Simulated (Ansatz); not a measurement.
Isolated molecules relaxed with PBE0-D4/def2-TZVP in Ansatz; ΔE leaves out vibrations. CCSD(T)/CBS is the MP2 limit (def2-TZVPP, def2-QZVPP) plus CCSD(T) − MP2 in def2-TZVPP, frozen cores. This one scheme is used for every species. DFT in def2-TZVPP. HSE06 is defined as in plane-wave codes. Each species was taken in one conformer, which may not be the lowest.

Reaction (substitution at a C–N bond): `C[N](C)[AlH][SH]` + `OB(Cl)Cl` → `COB(Cl)Cl` + `C[NH][AlH][SH]`

Question: Is it downhill or uphill in electronic energy at CCSD(T)/CBS, and by how much? (An estimate is asked.)

Answer: Ansatz gave: Uphill: ΔE = +21.8 kJ/mol.

Question: What do these levels give: LDA (SPW92), revPBE-D4, r2SCAN-D4, r2SCAN, HSE06, HF/def2-QZVPP? (Best estimate.)

Answer: Ansatz gave: LDA (SPW92) 27.0, revPBE-D4 24.9, r2SCAN-D4 21.8, r2SCAN 21.3, HSE06 21.7, HF/def2-QZVPP 10.3 kJ/mol.

Largest T1 diagnostic among the species: 0.012.

In def2-TZVPP, CCSD(T) changes the Hartree–Fock value by +12.2 kJ/mol (the triples alone add +1.4 kJ/mol) and MP2 by +15.9 kJ/mol. Leaving LDA and LC-ωPBE aside and taking each functional with its dispersion term where it has one, the values, not all of them listed here, spread over 7.8 kJ/mol, from BHLYP-D4 to revPBE-D4. LDA lies +5.7 kJ/mol from PBE without D4.
